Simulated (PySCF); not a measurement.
# SMILES C1([Se]C)=CC2=C(C=C1)[Se]N=N2, C7H6N2Se2

Geometry:
```csv
atom,x (Å),y (Å),z (Å)
C1,3.382,-0.199,-0.261
Se2,2.575,1.166,0.844
C3,0.746,0.681,0.676
C4,-0.188,1.485,1.372
C5,-1.548,1.232,1.326
C6,-2.015,0.149,0.569
Se7,-3.719,-0.499,0.266
N8,-2.854,-1.851,-0.830
N9,-1.630,-1.699,-0.845
C10,-1.082,-0.654,-0.126
C11,0.294,-0.394,-0.077
H12,4.464,-0.007,-0.233
H13,3.185,-1.201,0.143
H14,3.032,-0.123,-1.300
H15,0.172,2.331,1.964
H16,-2.238,1.874,1.876
H17,0.960,-1.051,-0.635
```

Method: PySCF 2.14.0, TDDFT CAM-B3LYP/def2-SVPD excited states, vertical, gas phase. Geometry: PBE0-D3(BJ)/def2-SVP.

The calculation is non-relativistic, which matters for the atoms heavier than Zn. Singlets 4 and 5 lie within 0.01 eV of each other, so their separate moments and overlaps can depend on how they mix.

(1) Give the one- and two-photon strengths of the lowest singlets.

## Answers

(1) δ for parallel linear polarisation; σ at the peak of a Lorentzian of half width 0.1 eV, single beam; Ω is circular over linear.
| state | E (eV) | f | photon λ (nm) | δ (au) | σ (GM) | Ω | main |
| --- | --- | --- | --- | --- | --- | --- | --- |
| S1 | 3.56 | 0.001 | 697 | 0.24 | 0.00 | 1.50 | HOMO−1→LUMO 0.92 |
| S2 | 3.73 | 0.015 | 665 | 29.7 | 0.15 | 1.43 | HOMO→LUMO 0.81 |
| S3 | 4.17 | 0.000 | 595 | 1.46 | 0.01 | 1.50 | HOMO→LUMO+1 0.57, HOMO−2→LUMO+1 0.31 |
| S4 | 4.69 | 0.000 | 528 | 8.53 | 0.07 | 1.50 | HOMO→LUMO+3 0.72 |
| S5 | 4.70 | 0.059 | 527 | 91 | 0.74 | 1.45 | HOMO−2→LUMO 0.38, HOMO−1→LUMO+1 0.26 |
| S6 | 4.83 | 0.072 | 514 | 226 | 1.93 | 1.10 | HOMO→LUMO+2 0.65, HOMO−2→LUMO 0.22 |

Among these, the strongest one-photon state is S6, the strongest two-photon state S6, with a dipole change of 2.7 D (relaxed, norm of the difference vector).
